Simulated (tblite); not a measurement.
Run record: tight-binding relaxation, `C=C[C@@H]1[C@H](C)P1C(F)(F)F`.

Computed with GFN2-xTB geometry optimisation, gas phase (tblite 0.8.0). Start geometry: from a force field or distance geometry. The command runs a driver script over a list of jobs; the input below is this job's line of settings and its coordinates in Å.

Command:
```bash
OMP_NUM_THREADS=1 python probes_run.py task.json out
```

Input:
```
{"job": {"kind": "relax", "xc": "GFN2-xTB", "basis": "xTB"}, "charge": 0, "multiplicity": 1}
C     -2.375600     1.105300    -0.802400
C     -1.197700     1.291600    -0.224400
C      0.020800     0.489600    -0.480400
C      0.187200    -0.862300     0.107900
C     -0.857300    -1.521700     0.969800
P      1.246200     0.400900     0.889800
C      2.780700     0.271300     0.010300
F      2.942800    -1.006500    -0.322200
F      3.717700     0.668800     0.880600
F      2.695600     1.073900    -1.039900
H     -3.230000     1.744400    -0.557400
H     -2.544600     0.319700    -1.532300
H     -1.112800     2.104600     0.512900
H      0.430900     0.654800    -1.477000
H      0.677400    -1.606500    -0.498400
H     -0.417300    -2.336800     1.554300
H     -1.334700    -0.829500     1.671000
H     -1.638200    -1.955300     0.326100
```

Output:
```
step      E/eV     max force
  0    -913.37900    4.070
  1    -913.68166    2.072
  2    -913.87109    0.772
  3    -913.90606    0.478
  4    -913.92538    0.424
  5    -913.93445    0.306
  6    -913.94371    0.303
  7    -913.95302    0.320
  8    -913.96305    0.263
  9    -913.96798    0.126
... (172 lines left out)
182    -914.13983    0.032
183    -914.13990    0.027
184    -914.14005    0.046
185    -914.14010    0.028
186    -914.14017    0.016
187    -914.14025    0.013
188    -914.14031    0.017
189    -914.14035    0.017
190    -914.14039    0.018
191    -914.14041    0.010
```

«max force» is the largest atomic force in eV/Å.

Q: From which step on does the largest force stay under 0.1 eV/Å, and how much energy is left to gain from there?

A: From step 182 (0.032 eV/Å), 0.6 meV above the end.

Summary of the converged run: energy lowered by 17.6 kcal/mol over 191 steps; largest atomic force 0.010 eV/Å at the end.

Q: Where do the atoms end?

A: 0.755 Å rms from the input after alignment:
```
atom  x, y, z in Å
C1    -2.1145    1.4979   -1.2507
C2    -1.4938    0.8863   -0.2541
C3    -0.1847    0.2423   -0.4036
C4     0.2206   -0.9534    0.4229
C5    -0.7315   -1.5574    1.4253
P6     1.1126    0.5973    0.9058
C7     2.6324    0.4003   -0.2201
F8     2.5073   -0.4641   -1.2402
F9     3.6892   -0.0099    0.4979
F10    2.9671    1.5808   -0.7643
H11   -3.0753    1.9636   -1.1202
H12   -1.6849    1.5515   -2.2375
H13   -1.9415    0.8523    0.7289
H14    0.1905    0.2647   -1.4240
H15    0.8104   -1.6970   -0.1063
H16   -0.2091   -2.2820    2.0457
H17   -1.1611   -0.7997    2.0765
H18   -1.5425   -2.0673    0.9063
```

Hardware: an Intel Xeon 6975P-C with one thread, shared host with 192 logical CPUs at a one-minute load of 58. Cost: 1.2 s.
Labels such as C1 count atoms from 1, the log's own numbers from 0.
